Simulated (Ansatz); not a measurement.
**Cost against result**

The pair of Ag⁺ (SMILES [Ag+], atom 1) and SO$_{2}$ (SMILES O=S=O, atoms 2–4), both closed shells, in one local arrangement (a lower one may exist), relaxed at PBE0-D4/def2-TZVP:

Ag1  (0.221, -1.926, -1.119)
O2  (-0.078, 0.494, 1.605)
S3  (-0.126, 1.146, 0.344)
O4  (-0.016, 0.287, -0.830)
(Å)

Interaction energies are counterpoise-corrected; the time is that of the whole pair.

Program: Ansatz 0.2.0. Basis: as named in each row. Cores are frozen in the correlated methods. Filled d shells of the heavier atoms are correlated. Core potentials replace the inner electrons of the atoms past krypton. B3LYP uses VWN-RPA correlation. Extrapolation: Hartree–Fock as exp(−7.88 √X), correlation as X^−2.97.

Times are rough, for one single point on 4 threads of a shared host (Arm Neoverse V1).

The estimate by CCSD(T) at an estimated basis limit (MP2 extrapolated from triple and quadruple zeta, plus CCSD(T) − MP2 in triple zeta) is -1.097 eV.

```csv
method,basis,time (s),interaction energy (eV),method less estimate
SPW92,def2-SVP,under 1,-1.658,-0.561
PBE-D4,def2-SVP,under 1,-1.338,-0.241
PBE0-D4,def2-SVP,under 1,-1.220,-0.123
PBE-D4,def2-TZVPPD,1,-1.220,-0.123
revPBE-D4,def2-TZVPPD,1,-1.123,-0.026
BLYP-D4,def2-TZVPPD,2,-1.251,-0.154
PBE0-D4,def2-TZVPPD,2,-1.117,-0.020
HSE06-D4,def2-TZVPPD,2,-1.114,-0.017
B3LYP-D4,def2-TZVPPD,2,-1.178,-0.081
CCSD(T),def2-SVP,2,-1.020,0.077
r2SCAN-D4,def2-TZVPPD,3,-1.226,-0.129
wB97M-V,def2-SVP,4,-1.206,-0.110
B2PLYP,def2-TZVPPD,4,-1.046,0.051
wB97X-V,def2-TZVPPD,5,-1.073,0.024
wB97M-V,def2-TZVPPD,6,-1.083,0.014
B97M-V,def2-TZVPPD,6,-1.181,-0.084
MP2,def2-QZVPPD,7,-1.066,0.031
CCSD(T),def2-TZVPPD,66,-0.980,0.117
```

No T1 diagnostic of these runs exceeds 0.023. The restricted Hartree–Fock reference is unstable towards an unrestricted one at one or more of these structures.
